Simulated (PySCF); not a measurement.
C7H13 (doublet state).
Z-matrix (Å and degrees, GFN2-xTB geometry), rows numbered from 1:
```
C 
C   1  1.3688
C   2  1.3778  1  124.50
C   3  1.4835  2  124.16  1  -179.66
C   4  1.5374  3  111.65  2   117.43
C   5  1.5262  4  111.83  3   178.65
C   6  1.5238  5  111.77  4   179.95
H   1  1.0741  2  121.66  3  -179.71
H   1  1.0758  2  120.93  3     0.12
H   2  1.0839  1  118.05  3   179.64
H   3  1.0811  2  118.97  1    -1.09
H   4  1.0965  3  109.60  2  -123.09
H   4  1.0922  3  110.20  2    -4.35
H   5  1.0924  4  109.15  3    57.36
H   5  1.0924  4  109.05  3   -60.05
H   6  1.0925  5  109.31  4    58.76
H   6  1.0927  5  109.26  4   -58.82
H   7  1.0876  6  110.57  5   179.97
H   7  1.0879  6  110.55  5    59.93
H   7  1.0879  6  110.54  5   -59.95
```

The hyperfine couplings belong to this conformer and change with its torsions.

The species is `[CH2]/C=C/CCCC` [radical].

The calculation used PySCF, UKS B3LYP, pcH-1 on C H, non-relativistic, mean-field spin-orbit, GIAO. The structure is a single GFN2-xTB conformer in the gas phase; no vibrational or solvent corrections. The geometry wasn't refined by DFT: couplings that depend on bond lengths, twists or pyramidal angles can differ widely from those at the functional's own minimum. The SCF solution wasn't tested for stability. ⟨S²⟩ is 0.775 where a pure state has 0.75.

Largest spin populations (Mulliken): C1 (+0.67), C3 (+0.66) and C2 (-0.26). The positive populations add up to 1.40 and the negative ones to -0.40, together 2S = 1. The angles at C1 add up to 360.0°, so it is planar; its axial dipolar tensor and the negative couplings of its protons fit spin in a p orbital normal to that plane.

Question: Test a(H) = Q·ρ(C) for the protons on planar carbons with a spin population beyond ±0.08.

Answer: 
```json
{"H": "H8", "C": "C1", "ρ(C)": "+0.674", "a(H) (G)": "-14.87", "a/ρ (G)": "-22.0"}
{"H": "H9", "C": "C1", "ρ(C)": "+0.674", "a(H) (G)": "-14.11", "a/ρ (G)": "-20.9"}
{"H": "H10", "C": "C2", "ρ(C)": "-0.259", "a(H) (G)": "+4.15", "a/ρ (G)": "-16.0"}
{"H": "H11", "C": "C3", "ρ(C)": "+0.658", "a(H) (G)": "-14.03", "a/ρ (G)": "-21.3"}
```

A least-squares line through the origin gives Q = -21.2 G with Mulliken populations. In every row coupling and population have opposite signs. Where ρ is negative the coupling is positive.

Question: Leave H8 and its like out of the fit. How well does the relation then predict its coupling?

Answer: The other protons give Q = -20.6 G, so a = -20.6 × 0.674 ≈ -13.90 G, against the computed -14.87 G.

Question: How do the β-proton couplings of this frozen conformer go with θ, the angle between the C–H bond and the normal to the plane of the spin centre's three neighbours, both seen down the bond from centre to carbon?

Answer: 
| β H | on | centre | θ (°) | cos²θ | a (G) |
| --- | --- | --- | --- | --- | --- |
| H12 | C4 | C3 | 32 | 0.71 | +23.19 |
| H13 | C4 | C3 | 86 | 0.00 | +0.68 |

Couplings in gauss use g_iso = 2.0026.
